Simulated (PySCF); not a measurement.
**Debugging a PySCF script (F4I)**

```python
from pyscf import gto, scf, mp

mol = gto.M(
    atom='I 0 0 0.1017; F 1.9332 0.0002 -0.1749; F -1.9332 -0.0001 -0.1749; F -0.0001 1.9332 -0.1744; F 0.0001 -1.9331 -0.1753',
    basis='3-21g',
    charge=0,
    spin=1,
    verbose=4,
)
mf = scf.UHF(mol)
mf.max_cycle = 3
mf.kernel()
mp.MP2(mf, frozen=22).kernel()
mf.dip_moment()
print('orbital energies (hartree):', [e[max(0, n-3):n+3].round(4) for e, n in zip(mf.mo_energy, mol.nelec)])
```

```bash
$ OMP_NUM_THREADS=1 python input.py
```

The log, shortened:

```
[earlier lines left out]
DIIS = <class 'pyscf.scf.diis.CDIIS'>
diis_start_cycle = 1
diis_space = 8
diis_damp = 0
SCF conv_tol = 1e-09
SCF conv_tol_grad = None
SCF max_cycles = 3
direct_scf = True
direct_scf_tol = 1e-13
number electrons alpha = 45  beta = 44
Set gradient conv threshold to 3.16228e-05
init E= -7264.90020745036

cycle= 1 E= -7282.43084748151  delta_E= -17.5  |g|= 0.667  |ddm|= 2.21
cycle= 2 E= -7282.55709771388  delta_E= -0.126  |g|= 0.402  |ddm|= 0.994
cycle= 3 E= -7282.60405661183  delta_E= -0.047  |g|= 0.049  |ddm|= 0.261
SCF not converged.
SCF energy = -7282.60405661183 after 3 cycles  <S^2> = 0.75611135  2S+1 = 2.006102

******** <class 'pyscf.mp.ump2.UMP2'> ********
nocc = (np.int64(23), np.int64(22)), nmo = (45, 45)
frozen orbitals 22
Init E(MP2) = -0.559315874341953
cycle = 1  E_corr(MP2) = -0.559184038262415  dE = 0.00013183608  norm(t2) = 0.00211806
cycle = 2  E_corr(MP2) = -0.559189702338127  dE = -5.66407571e-06  norm(t2) = 2.66291e-05
cycle = 3  E_corr(MP2) = -0.559189712186345  dE = -9.84821846e-09  norm(t2) = 3.57009e-07
E(UMP2) = -7283.16324632402  E_corr = -0.559189712186345
E(SCS-UMP2) = -7283.14472517254  E_corr = -0.540668560703874
E_corr(same-spin) = -0.150414339138161
E_corr(oppo-spin) = -0.408775373048184
Dipole moment(X, Y, Z, Debye): -0.00000, -0.00013,  1.56772
orbital energies (hartree): [array([-0.6046, -0.5161, -0.4444,  0.0437,  0.0438,  0.4114]), array([-0.593 , -0.5571, -0.4771, -0.1028,  0.0769,  0.077 ])]
```

**Question.** Which setting is at fault, why, and what does a mended input give?

**Answer.** The cycle limit (3): the limit is below the number of cycles that the SCF needs. With this edit
```diff
- mf.max_cycle = 3
```
the run finishes: E(SCF) = -7282.619235 Eh, 14 cycles, E(MP2) − E(SCF) = -0.53577 Eh, ⟨S²⟩ = 0.814, μ(SCF) = 1.44 D.

No relativity is included for the heavy element. The basis is very small, so the numbers show the basis as much as the system. No search for the lowest solution was made.
